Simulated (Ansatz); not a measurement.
One change: `O=[CH][GeH2][AlH2]` becomes `O=[CH][GeH2][SeH]`.

Ansatz, PBE0-D4/def2-TZVP geometries, multiplicity 1. Each molecule was computed in one conformer, which needn't be the lowest.

Scalar relativity is left out up to krypton. Spin–orbit coupling is left out; it splits and shifts lone-pair levels of the heavy atoms by tenths of an eV.

| property | `O=[CH][GeH2][AlH2]` |
| --- | --- |
| HOMO–LUMO gap (PBE/def2-TZVPP) / eV | 2.46 |
| HOMO energy (PBE/def2-TZVPP) / eV | -5.55 |
| size of the dipole moment (ωB97M-V/def2-TZVPP) / D | 2.40 |
| size of the dipole moment (PBE/def2-TZVPP) / D | 1.99 |
| LUMO energy (ωB97M-V/def2-TZVPP) / eV | -0.69 |
| LUMO energy (B3LYP/def2-TZVPP) / eV | -2.54 |

(1) Give the same properties after the change, and the shifts. (An estimate is asked.)

## Answers

(1) Ansatz gave: 
```json
{"property": "HOMO–LUMO gap (PBE/def2-TZVPP) / eV", "`O=[CH][GeH2][SeH]`": "2.75", "shift": "0.29"}
{"property": "HOMO energy (PBE/def2-TZVPP) / eV", "`O=[CH][GeH2][SeH]`": "-5.66", "shift": "-0.11"}
{"property": "size of the dipole moment (ωB97M-V/def2-TZVPP) / D", "`O=[CH][GeH2][SeH]`": "1.19", "shift": "-1.21"}
{"property": "size of the dipole moment (PBE/def2-TZVPP) / D", "`O=[CH][GeH2][SeH]`": "1.00", "shift": "-0.99"}
{"property": "LUMO energy (ωB97M-V/def2-TZVPP) / eV", "`O=[CH][GeH2][SeH]`": "0.39", "shift": "1.08"}
{"property": "LUMO energy (B3LYP/def2-TZVPP) / eV", "`O=[CH][GeH2][SeH]`": "-2.06", "shift": "0.48"}
```

With PBE0 the HOMO falls by 0.10 eV and the LUMO rises by 0.53 eV, so the gap widens by about 0.63 eV. PBE moves the HOMO by -0.11 eV and ωB97M-V by -0.13 eV. Dipoles are sizes alone; their direction can turn.

B3LYP here is the variant with VWN-RPA as its local correlation; programs differ in this.
